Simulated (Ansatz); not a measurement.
Mulliken charges of CH$_{6}$NOSn (`C[O][SnH][NH2]`) radical from ωB97M-V/def2-TZVPP in Ansatz (PBE0-D4/def2-TZVP geometry).

```tsv
atom	x (Å)	y (Å)	z (Å)	charge (e)
C1	-0.702	0.027	1.783	-0.166
O2	-0.440	0.503	0.492	-0.542
Sn3	1.146	-0.070	-0.539	0.732
N4	0.364	0.232	-2.396	-0.468
H5	-0.108	0.548	2.545	0.104
H6	-1.759	0.202	2.011	0.111
H7	-0.516	-1.052	1.888	0.100
H8	1.277	-1.794	-0.259	-0.105
H9	-0.302	0.998	-2.394	0.127
H10	1.040	0.406	-3.130	0.107
```

By hand: the dipole of these point charges (1 e Å = 4.8032 D).

Σ q r = (0.704, -0.104, 0.229) e Å, of length 0.748 e Å = 3.59 D.

How does the dipole of the full density compare? (Estimate.)

Ansatz gave: (0.343, 0.094, -0.029) e Å, 1.71 D; the point charges give 2.10 times that, at 32° from its direction.

Point charges leave out the atoms' own dipoles, such as those of lone pairs, and Mulliken's split depends on the basis, so the two needn't agree.
